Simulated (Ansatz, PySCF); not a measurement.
Breaking a bond: SMILES C=S. The C1–S4 bond (C1 also carries H, H; S4 carries nothing else) is pulled apart rigidly from the PBE0/def2-TZVP optimised geometry.

- UHF/6-31G (PySCF)
- RHF/6-31G (PySCF)
- UKS-r2SCAN = unrestricted r2SCAN/6-31G (PySCF 2.14.0)
- RKS-r2SCAN = PySCF with restricted r2SCAN/6-31G
- UKS-BHandHLYP = unrestricted BHandHLYP/6-31G (PySCF)
- RKS-BHandHLYP = PySCF with restricted BHandHLYP/6-31G
- UKS-TPSSh = unrestricted TPSSh/6-31G (PySCF)
- RKS-TPSSh = restricted TPSSh/6-31G run with PySCF
- UKS-PBE = Ansatz (an electronic-structure program) with unrestricted PBE/6-31G
- RKS-PBE = Ansatz with restricted PBE/6-31G
- UKS-B3LYP/6-31G* = PySCF with unrestricted B3LYP/6-31G*, spherical d
- RKS-B3LYP/6-31G* = restricted B3LYP/6-31G*, spherical d (PySCF 2.14.0)
- UKS-B3LYP/LANL2DZ = unrestricted B3LYP/LANL2DZ, with its core potentials past Ne in PySCF
- RKS-B3LYP/LANL2DZ = restricted B3LYP/LANL2DZ, with its core potentials past Ne in PySCF 2.14.0

Scanned distances (Å): 1.21, 1.29, 1.36, 1.45, 1.49, 1.56, 1.60, 1.65, 1.71, 1.74, 1.86, 1.96, 2.16, 2.43, 2.66, 2.85, 3.17, 3.52, 3.93, 4.27, 4.85, 5.65.

Task: Where does the unrestricted solution first break spin symmetry (<S²> of 0.01 or more)?

Result: UHF: between 1.49 and 1.56 Å; UKS-r2SCAN: between 1.86 and 1.96 Å; UKS-BHandHLYP: between 1.71 and 1.74 Å; UKS-TPSSh: between 1.86 and 1.96 Å; UKS-PBE: between 1.96 and 2.16 Å; UKS-B3LYP/6-31G*: between 1.86 and 1.96 Å; UKS-B3LYP/LANL2DZ: between 1.86 and 1.96 Å.

```
R / Å  <S²> UHF  E(RHF) − E(UHF) / eV  <S²> UKS-r2SCAN  E(RKS-r2SCAN) − E(UKS-r2SCAN) / eV  <S²> UKS-BHandHLYP  E(RKS-BHandHLYP) − E(UKS-BHandHLYP) / eV  <S²> UKS-TPSSh  E(RKS-TPSSh) − E(UKS-TPSSh) / eV  <S²> UKS-PBE  E(RKS-PBE) − E(UKS-PBE) / eV  <S²> UKS-B3LYP/6-31G*  E(RKS-B3LYP/6-31G*) − E(UKS-B3LYP/6-31G*) / eV  <S²> UKS-B3LYP/LANL2DZ  E(RKS-B3LYP/LANL2DZ) − E(UKS-B3LYP/LANL2DZ) / eV
-----  --------  --------------------  ---------------  ----------------------------------  ------------------  ----------------------------------------  --------------  --------------------------------  ------------  ----------------------------  ---------------------  ----------------------------------------------  ----------------------  ------------------------------------------------
1.21       0.00                 0.000             0.00                               0.000                0.00                                     0.000            0.00                             0.000          0.00                         0.000                   0.00                                           0.000                    0.00                                             0.000
1.29       0.00                 0.000             0.00                               0.000                0.00                                     0.000            0.00                             0.000          0.00                         0.000                   0.00                                           0.000                    0.00                                             0.000
1.36       0.00                 0.000             0.00                               0.000                0.00                                     0.000            0.00                             0.000          0.00                         0.000                   0.00                                           0.000                    0.00                                             0.000
1.45       0.00                 0.000             0.00                               0.000                0.00                                     0.000            0.00                             0.000          0.00                         0.000                   0.00                                           0.000                    0.00                                             0.000
1.49       0.00                 0.000             0.00                               0.000                0.00                                     0.000            0.00                             0.000          0.00                         0.000                   0.00                                           0.000                    0.00                                             0.000
1.56       0.20                 0.033             0.00                               0.000                0.00                                     0.000            0.00                             0.000          0.00                         0.000                   0.00                                           0.000                    0.00                                             0.000
1.60       0.30                 0.078             0.00                               0.000                0.00                                     0.000            0.00                             0.000          0.00                         0.000                   0.00                                           0.000                    0.00                                             0.000
1.65       0.40                 0.155             0.00                               0.000                0.00                                     0.000            0.00                             0.000          0.00                         0.000                   0.00                                           0.000                    0.00                                             0.000
1.71       0.52                 0.272             0.00                               0.000                0.00                                     0.000            0.00                             0.000          0.00                         0.000                   0.00                                           0.000                    0.00                                             0.000
1.74       0.57                 0.338             0.00                               0.000                0.02                                     0.000            0.00                             0.000          0.00                         0.000                   0.00                                           0.000                    0.00                                             0.000
1.86       0.74                 0.631             0.00                               0.000                0.31                                     0.063            0.00                             0.000          0.00                         0.000                   0.00                                           0.000                    0.00                                             0.000
1.96       0.85                 0.893             0.23                               0.028                0.50                                     0.176            0.16                             0.011          0.00                         0.000                   0.16                                           0.012                    0.13                                             0.008
2.16       1.15                 1.404             0.56                               0.193                0.78                                     0.472            0.53                             0.156          0.24                         0.021                   0.52                                           0.152                    0.52                                             0.144
2.43       1.59                 2.029             0.90                               0.508                1.16                                     0.921            0.90                             0.462          0.64                         0.192                   0.85                                           0.428                    0.87                                             0.440
2.66       1.79                 2.465             1.29                               0.866                1.52                                     1.314            1.28                             0.814          0.94                         0.390                   1.22                                           0.721                    1.24                                             0.766
2.85       1.89                 2.754             1.56                               1.231                1.72                                     1.582            1.54                             1.161          1.26                         0.605                   1.21                                           0.496                    1.52                                             1.087
3.17       1.97                 3.107             1.81                               1.828                1.89                                     1.914            1.80                             1.720          1.66                         1.044                   1.51                                           0.974                    1.79                                             1.585
3.52       2.00                 3.341             1.93                                   —                1.96                                     2.164            1.92                             2.160          1.85                         1.477                   1.64                                           1.284                    1.92                                             1.938
3.93       2.01                 3.491             1.98                                   —                1.99                                     2.352            1.98                             2.436          1.94                         1.837                   1.71                                           1.474                    1.98                                             2.154
4.27       2.01                 3.562             2.00                                   —                2.00                                     2.447            2.00                             2.558          1.97                         2.031                   1.74                                           1.573                    1.99                                             2.261
4.85       2.02                 3.625             2.01                                   —                2.00                                     2.531            2.00                             2.677          1.99                         2.221                   1.76                                           1.672                    2.00                                             2.367
5.65       2.02                 3.659             2.01                                   —                2.01                                     2.569            2.01                             2.746          1.99                         2.324                   1.77                                           1.732                    2.00                                             2.431
```

Dashes: no converged value, or the column stops at the first point that the program doubted or that broke a chosen test of continuity, which isn't proof of a fault.
